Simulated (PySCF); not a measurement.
N-methyl-N-silylmethanamine (C2H9NSi), SMILES CN(C)[SiH3].

The structure is a stationary point at B3LYP-D3(BJ)/def2-SVP.

Calculation: PBE/def2-TZVP in PySCF.

### Question
Estimate the frontier levels, gap, dipole moment and polarisability. (Estimate from the structure and the level; the computed values follow.)

### Answer

```json
{
  "highest_occupied_level": "-5.06 eV",
  "lowest_empty_level": "-0.31 eV",
  "orbital_gap": "4.75 eV",
  "dipole_moment": "0.96 D",
  "quadrupole, principal values (traceless, Buckingham form, about the centre of nuclear charge)": "-2.12, 0.00, 2.12 D·Å",
  "mean_static_polarisability": "63.5 bohr³ (9.41 Å³)",
  "polarisability_principal_values": "56.1, 63.7, 70.7 bohr³"
}
```
